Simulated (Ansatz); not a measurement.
`[CH3][SnH]([NH2])[F]`, relaxed with RKS PBE-D4/def2-SVP in Ansatz 0.2.0 from a rough embedded geometry. The force threshold is 0.03 eV/Å; the program also tests the step.

Charge 0, multiplicity 1. Sn takes the def2 core potential.

Start:

```xyz
10

C     1.389    0.237   -0.344
Sn   -0.700    0.379   -0.401
N    -1.450   -0.848    1.030
F    -1.274    2.131   -0.026
H     1.805    0.569    0.601
H     1.768   -0.794   -0.593
H     1.847    0.905   -1.152
H    -1.301   -0.162   -1.972
H    -1.003   -0.585    1.990
H    -1.080   -1.831    0.868
```

Problem. By how much does the energy fall, and how many steps does the optimiser take? (An estimate is asked.)

Solution. Ansatz gave: 9.85 kcal/mol, in 23 steps, 4 of them rejected.

Problem. Which bonds change most? (Estimate.)

Solution. The calculation gave: Sn2–F4 from 1.882 to 1.970 Å; N3–H9 from 1.091 to 1.026 Å; C1–Sn2 from 2.095 to 2.155 Å; N3–H10 from 1.063 to 1.026 Å.

Problem. Give the relaxed structure. (An estimate is asked.)

Solution. Computed: 
```xyz
10

C     1.542    0.349   -0.369
Sn   -0.605    0.172   -0.455
N    -1.339   -0.711    1.238
F    -1.269    2.024   -0.361
H     1.850    0.452    0.689
H     2.020   -0.546   -0.812
H     1.851    1.253   -0.929
H    -1.353   -0.444   -1.891
H    -0.616   -1.149    1.821
H    -2.081   -1.400    1.070
```
